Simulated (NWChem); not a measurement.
Species: CsCl; SMILES [Cs][Cl]

```xyz
2

Cs     0.0000     0.0000    -0.7078
Cl     0.0000     0.0000     2.2284
```
Atoms are numbered in this order, from 1.

Coordinates come from a PBE0/def2-SVP optimisation. B3LYP is NWChem's, with the RPA form of VWN correlation. def2 effective core potentials on Cs; no spin-orbit coupling.

List the 6 lowest vertical singlet excitations from B3LYP/def2-SVPD with def2 effective core potentials on Cs, full TDDFT (NWChem).


```tsv
state	energy (eV)	oscillator strength	leading excitation (squared amplitude)
S1	3.63	0.005	HOMO−1 → LUMO (0.65)
S2	3.63	0.005	HOMO → LUMO (0.65)
S3	3.75	0.061	HOMO−2 → LUMO (0.98)
S4	4.56	0.006	HOMO−1 → LUMO+4 (0.21)
S5	4.98	0.000	HOMO−1 → LUMO+1 (0.34)
S6	4.98	0.000	HOMO−1 → LUMO+2 (0.33)
```
